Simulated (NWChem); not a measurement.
# AlIF₂; SMILES [F][Al]([F])[I]

Results from NWChem. All runs use the structure optimised with PBE0/def2-SVP. def2 effective core potentials on I; no spin-orbit coupling. Vertical excitations in the gas phase; the lowest state need not have the same character in each row.

```json
[
 {"level": "PBE/def2-SVP, full TDDFT", "lowest excitation, singlet (eV)": "4.95", "oscillator strength of that lowest state": "0.015", "lowest state with f > 0.02, singlet (eV)": "5.13", "oscillator strength of that bright state": "0.025", "orbital gap (eV)": "4.81"},
 {"level": "B3LYP/def2-SVP, full TDDFT", "lowest excitation, singlet (eV)": "5.26", "oscillator strength of that lowest state": "0.018", "lowest state with f > 0.02, singlet (eV)": "5.43", "oscillator strength of that bright state": "0.029", "orbital gap (eV)": "6.28"},
 {"level": "LDA (Slater exchange, VWN5)/def2-SVP, full TDDFT", "lowest excitation, singlet (eV)": "(withheld)", "oscillator strength of that lowest state": "0.015", "lowest state with f > 0.02, singlet (eV)": "(withheld)", "oscillator strength of that bright state": "0.024", "orbital gap (eV)": "(withheld)"},
 {"level": "CAM-B3LYP/def2-SVP, full TDDFT", "lowest excitation, singlet (eV)": "5.63", "oscillator strength of that lowest state": "0.021", "lowest state with f > 0.02, singlet (eV)": "5.63", "oscillator strength of that bright state": "0.021", "orbital gap (eV)": "8.99"}
]
```

Some entries are withheld; supply them.


- LDA (Slater exchange, VWN5)/def2-SVP, full TDDFT, lowest excitation, singlet (eV): 4.87
- LDA (Slater exchange, VWN5)/def2-SVP, full TDDFT, lowest state with f > 0.02, singlet (eV): 5.06
- LDA (Slater exchange, VWN5)/def2-SVP, full TDDFT, orbital gap (eV): 4.71
